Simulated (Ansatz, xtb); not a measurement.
# Relative energy of two isomers of C4H6Se

Structure a is `C[C@@H]1C=C[Se]1`, a singlet and structure b is `C=CCC=[Se]`, a singlet. Both are isolated molecules in the gas phase, relaxed with B3LYP/def2-SVP; each stands in its lowest conformer found.

Quicker runs give these differences E(b) − E(a): GFN2-xTB +26.0 kJ/mol; HF/STO-3G +111.5 kJ/mol (at GFN2-xTB geometries); r2SCAN-D4/def2-SVP +26.1 kJ/mol (at GFN2-xTB geometries).

Question: Estimate E(b) − E(a) at the level CCSD(T)/def2-SVP + ΔMP2/def2-TZVPP.

Answer: Not settled: CCSD(T)/def2-SVP + ΔMP2/def2-TZVPP gives E(b) − E(a) = +21.3 kJ/mol, but this leans on the basis-set step: CCSD(T) alone gives +3.4 kJ/mol.

How the difference moves with the method:

```tsv
level	geometry	E(b) − E(a) (kJ/mol)	departure from the last row (kJ/mol)	job, with rough time for the two
GFN2-xTB	GFN2-xTB	+26.0	+4.7	optimisation, 0.36 s
HF/STO-3G	GFN2-xTB	+111.5	+90.2	single point, 0.94 s
r2SCAN-D4/def2-SVP	GFN2-xTB	+26.1	+4.8	single point, 3.7 s
B3LYP/def2-SVP	B3LYP/def2-SVP	+9.6	−11.7	optimisation, 55 s
HF/def2-SVP	B3LYP/def2-SVP	−3.6	−24.9	part of the CCSD(T) run
MP2/def2-SVP	B3LYP/def2-SVP	+14.6	−6.7	part of the CCSD(T) run
CCSD(T)/def2-SVP	B3LYP/def2-SVP	+3.4	−17.9	single point
CCSD(T)/def2-SVP + ΔMP2/def2-TZVPP	B3LYP/def2-SVP	+21.3		single point, 58 s
```

As drawn, b has 1 C=Se in place of 2 C–Se. Structure a has a 4-membered ring, b no ring.

HF/def2-SVP puts the two in the other order. The largest departure from CCSD(T)/def2-SVP + ΔMP2/def2-TZVPP is that of HF/STO-3G, 90.2 kJ/mol. The last row adds to CCSD(T) the change of the MP2 difference between the two basis sets, here +17.9 kJ/mol, a large step that makes the value less sure.

With thermal terms from frequencies at re-optimised GFN2-xTB minima (ideal gas, soft modes damped towards free rotors, one conformer each, 298.15 K, 1 atm): on the last row, ΔE + ΔZPE = +19.6, ΔH = +21.3, ΔG = +15.2 kJ/mol.

The correlated steps freeze 13 core orbitals; the filled d shell of Se is correlated, in a basis made for valence electrons. Mirror images aren't counted in ΔG. Programs: Ansatz 0.2.0, xtb 6.7.1; the last row on 2 threads of Intel(R) Xeon(R) Processor @ 2.70GHz on a shared host.
